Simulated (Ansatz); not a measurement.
`CO[SiH](O)[GaH2]`, charge 0, multiplicity 1.

Give a relaxed structure at PBE0-D4/def2-TZVP (Ansatz 0.2.0). (Best estimate.)

The calculation gave: 
Z-matrix (Å, degrees):
```
C
O 1 1.409
H 1 1.097 2 111.8
H 1 1.091 2 108.4 3 119.6
H 1 1.094 2 111.1 3 -121.1
Si 2 1.645 1 124.0 3 45.0
Ga 6 2.424 2 113.9 1 -52.6
O 6 1.655 2 112.7 1 63.5
H 6 1.489 2 102.3 1 -178.4
H 7 1.576 6 122.5 2 32.1
H 7 1.575 6 120.8 2 -148.3
H 8 0.960 6 117.7 2 69.7
```
This is one stationary point; other conformers may exist.
